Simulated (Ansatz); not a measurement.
`[F][InH2]` + `C=N` → `C=[N][InH2]` + H–F at 500 K and 1 bar (ligand exchange at the In–F bond).

Gas-phase electronic energies from Ansatz, PBE0-D4/def2-TZVP geometries. CCSD(T)/CBS adds triple-zeta CCSD(T) − MP2 to the extrapolated MP2 energy (def2 sets, frozen cores). This one scheme is used for every species. def2 core potentials past Kr. For In outer-core shells are correlated without core-valence functions, which leaves a few kJ/mol of doubt a bond.

```tsv
species	CCSD(T)/CBS energy (Eh)	H − E (kJ/mol)	S (J/(mol·K))
`[F][InH2]`	-290.81142	59.1	295.0
`C=N`	-94.52360	124.2	249.5
`C=[N][InH2]`	-284.90922	141.1	356.8
H–F	-100.39570	39.4	188.7
```

H − E and S are ideal-gas, rigid-rotor, harmonic terms from PBE0-D4/def2-TZVP. 1 Eh = 2625.50 kJ/mol, R = 8.31446 J/(mol·K).

**Question.** By hand: ΔE, ΔH, ΔS and ΔG.

**Answer.** ΔE = (-284.90922) + (-100.39570) − (-290.81142) − (-94.52360) = 0.03010 Eh = 79.0 kJ/mol. Δ(H − E) = 141.1 + 39.4 − 59.1 − 124.2 = -2.8, so ΔH = 76.2 kJ/mol. ΔS = 356.8 + 188.7 − 295.0 − 249.5 = 1.0 J/(mol·K). ΔG = 76.2 − 500 × (1.0)/1000 = 75.7 kJ/mol.

**Question.** By hand: the equilibrium constant, and the temperature at which ΔG would vanish if ΔH and ΔS stayed fixed.

**Answer.** log₁₀ K = −ΔG/(RT ln 10) = -7.9. ΔG = 0 at ΔH/ΔS = 76200 K, far beyond where these terms or the molecules hold.

The number of gas molecules stays the same, so ΔS is small and ΔH decides. A doubt of 5 kJ/mol in ΔE shifts log₁₀ K by 0.5 here. These are equilibria of isolated gas molecules and say nothing of rates. Largest T1 diagnostic: 0.016 (customary marks: 0.02 for closed shells, 0.045 for open ones).
